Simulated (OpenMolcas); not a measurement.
**Levels of C by method**

```json
{"Program": "OpenMolcas 26.06", "Basis": "ANO-R3 [4s4p2d1f]", "Scalar Hamiltonian": "X2C, finite nucleus", "Active space": "2 electrons in 9 orbitals (RAS2 2p; RAS3 3s 3d, at most 1 electron)", "State averaging": "2S+1 = 3 even, 3 roots; 2S+1 = 1 even, 6 roots; 2S+1 = 3 odd, 3 roots (0 in the spin-orbit step)", "Spin-orbit coupling": "state interaction with AMFI integrals over the reference wave functions, term energies averaged over their components"}
```

Methods on the same reference wave functions:
A. RASSCF
B. SS-RASPT2, IPEA 0.25 Eh, imaginary shift 0.1 Eh (closed shells correlated: 1s 2s)

Energies in cm⁻¹ above 2s² 2p² ³P₀, the measured ground level; measured values from NIST Handbook of Basic Atomic Spectroscopic Data.

| Level | A | B | Measured |
| --- | --- | --- | --- |
| 2s² 2p² ³P₀ | 0.0 | 0.0 | 0.0 |
| 2s² 2p² ³P₁ | 15.4 | 15.4 | 16.4 |
| 2s² 2p² ³P₂ | 46.2 | 46.2 | 43.4 |
| 2s² 2p² ¹D₂ | 12616 | 10310 | 10193 |
| 2s² 2p² ¹S₀ | 30925 | 26570 | 21648 |

Deviations, from unrounded energies. A percentage is the sum of absolute deviations over the sum of measured energies, with the sign that they share, or ± where signs differ.

```json
{"Against measurement": "mean absolute deviation (cm-1)", "Levels": "4", "A": "2900", "B": "1300"}
{"Against measurement": "fine structure of the ground term (%)", "Levels": "2", "A": "±6.2", "B": "±6.2"}
{"Against measurement": "other terms of the ground configuration (%)", "Levels": "2", "A": "+36.7", "B": "+15.8"}
```

B lies closest to measurement on these levels. The largest miss of B in the table is 2s² 2p² ¹S₀, by +4900 cm-1. The ranking rests on the paired levels alone, and a cruder setting can come out closer through cancelling errors.

From A to B the spin-free energies of the other terms of 2s² 2p² shown, above ³P, scale by factors of 0.82 to 0.86.

The lowest spin-free term lies below A's lowest term by 0.081 hartree in B.

CASPT2 breaks the degeneracy within a term, and the mean is taken; among the terms shown or strongly mixed into the levels shown the widest spread is 66 cm-1 (2s² 2p² ¹D, B). With the s shell closed, the reference lacks s² → p² mixing. No level of 2s² 2p 3d, 2s² 2p 3s was computed, though it lies in the active space. Without dynamic correlation excited terms often stand tens of per cent too high (terms of higher spin than the ground term too low), and those without a measured partner can miss by more than the paired ones (holds for A). Some terms miss by over 15 % even with CASPT2, which points to a basis or an active space too small for the shells correlated (holds for B). Measured partners are found by configuration, term and J. A level has none where our copy of the source lacks it or the pairing is in doubt (some pairs that miss far off the trend of their configuration count as doubtful), and it then counts in no deviation. Levels of configurations outside the active space are missing.
